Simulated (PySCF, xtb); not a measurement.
C2H8OSi2, SMILES C[Si@H]1CO[SiH2]1.

Harmonic wavenumbers (cm⁻¹) from GFN2-xTB run with xtb at its own minimum, in rising order: 105, 125, 129, 183, 344, 416, 442, 514, 572, 613, 658, 671, 717, 765, 781, 811, 815, 842, 1009, 1151, 1233, 1364, 1479, 1480, 1486, 2138, 2192, 2234, 2924, 2947, 3027, 3035, 3045.

### Question
What does TPSSh-D3(BJ)/def2-SVP (PySCF) give at its own minimum? (An estimate is asked for; the answer gives what the named calculation found.)

### Answer
54, 144, 160, 196, 408, 416, 465, 595, 638, 668, 676, 713, 766, 773, 829, 859, 902, 986, 1012, 1196, 1262, 1279, 1451, 1452, 1473, 2225, 2228, 2236, 3019, 3029, 3071, 3121, 3130. Paired by order, the mean absolute difference is 48 cm⁻¹ and the zero-point energies are 57.5 and 59.2 kcal/mol.
